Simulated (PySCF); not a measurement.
C2H3BrF2Si, SMILES C=C[Si](F)(F)Br (B3LYP/def2-SVP optimised geometry):

```
9

C     -2.397    -1.049    -2.301
C     -1.561    -1.653    -1.443
Si    -0.844    -0.764     0.000
F     -1.368     0.764     0.000
F     -1.318    -1.415     1.398
Br     1.368    -0.764     0.000
H     -2.690    -0.001    -2.181
H     -2.822    -1.578    -3.161
H     -1.287    -2.703    -1.604
```

Method: B3LYP/def2-TZVP run with PySCF.

Task: What are the frontier orbital energies and the dipole moment?

Result: HOMO-2 -8.94 eV, HOMO-1 -8.76 eV, HOMO -8.38 eV, LUMO -1.56 eV, LUMO+1 0.18 eV; dipole moment 2.55 D.

On the same geometry PBE/def2-TZVP run with PySCF gives HOMO-2 -7.93 eV, HOMO-1 -7.70 eV, HOMO -7.43 eV, LUMO -2.33 eV, LUMO+1 -0.54 eV; dipole moment 2.44 D.

Meta-Löwdin charges at B3LYP/def2-TZVP: C1 -0.18, C2 -0.40, Si3 1.40, F4 -0.49, F5 -0.49, Br6 -0.24, H7 0.13, H8 0.13, H9 0.14.
